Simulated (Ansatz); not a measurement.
**Which is lower?**

The two ends of one reaction step of Si4H13ClO, closed shell (PBE0-D4/def2-TZVP).

A:

```
19
angstrom
Si -0.9103 -0.0463 -1.0195
Si 1.1886 0.8433 -1.5519
Si -1.6998 0.7244 1.0434
Si -0.9109 -2.3919 -1.1249
H -1.8551 0.4946 -2.0428
H 1.6541 -0.3501 1.7615
Cl 1.5494 -1.6422 1.5759
H 0.8898 1.7934 2.3051
O 1.6905 1.4183 1.9261
H 1.3321 0.9956 -3.0243
H 1.3394 2.2067 -0.9513
H 2.3008 0.0052 -1.0381
H -3.1847 0.6487 1.0870
H -1.1466 -0.0545 2.1808
H -1.3129 2.1543 1.2433
H -1.8766 -2.8305 -2.1694
H -1.3257 -2.9708 0.1784
H 0.4391 -2.8967 -1.4836
H 1.8387 1.8986 1.1042
```

B:

Si1  (-0.733, -0.559, 0.094)
Si2  (2.740, 1.215, -1.777)
Si3  (-1.964, -0.076, 2.032)
Si4  (-1.601, -2.346, -1.140)
H5  (-0.601, 0.634, -0.784)
H6  (1.159, 1.229, 1.840)
Cl7  (1.217, -1.115, 0.616)
H8  (2.043, 1.954, -0.692)
O9  (0.416, 1.837, 1.909)
H10  (1.768, 0.339, -2.476)
H11  (3.301, 2.200, -2.736)
H12  (3.838, 0.406, -1.196)
H13  (-3.088, -1.054, 2.114)
H14  (-1.114, -0.240, 3.235)
H15  (-2.545, 1.287, 1.953)
H16  (-2.979, -2.005, -1.589)
H17  (-1.660, -3.560, -0.283)
H18  (-0.756, -2.627, -2.331)
H19  (0.561, 2.482, 1.212)
(Å)

Program: Ansatz 0.2.0. Basis: def2-TZVPP. Cores are frozen in the correlated methods. B3LYP uses VWN-RPA correlation.

Task: Which structure is lower at CCSD(T), and by how much? (To be estimated.)

Result: The calculation gives: B, by 0.629 eV (electronic energy, against the other). By their contacts, A is a complex of Si₄H₁₀ ([SiH3][SiH]([SiH3])[SiH3]) + HCl + H₂O and B is a complex of Si₃H₇Cl ([SiH3][SiH]([SiH3])[Cl]) + SiH₄ + H₂O.

All methods give the same order:

```tsv
method	E(B) − E(A) (eV)
SPW92	-0.296
PBE-D4	-0.429
BLYP-D4	-0.604
r2SCAN-D4	-0.567
B97M-V	-0.581
PBE0-D4	-0.494
B3LYP-D4	-0.638
r2SCAN0-D4	-0.597
BHLYP-D4	-0.723
CAM-B3LYP-D4	-0.675
wB97X-V	-0.653
wB97M-V	-0.699
B2PLYP	-0.711
PBE-QIDH	-0.611
RPA on PBE	-0.674
HF	-1.021
MP2	-0.675
CCSD	-0.684
CCSD(T)	-0.629
```

The T1 diagnostic stays at or below 0.013.

Labels in which every atom is bracketed show which atoms are joined, not bond orders.

For scale, one of the runs: CCSD(T)/def2-TZVPP, 423 basis functions, launched by `ansatz run in.yaml --threads 4 --pin off --events-out ev --progress --plain --max-ram 46080MiB --backend cuda --devices 0, --max-vram 37GiB`. Time: 33 s of wall clock on 4 CPU threads of an AMD EPYC 7R13 and a share of one NVIDIA H100; the host was shared. Peak host memory: 1.1 GiB.
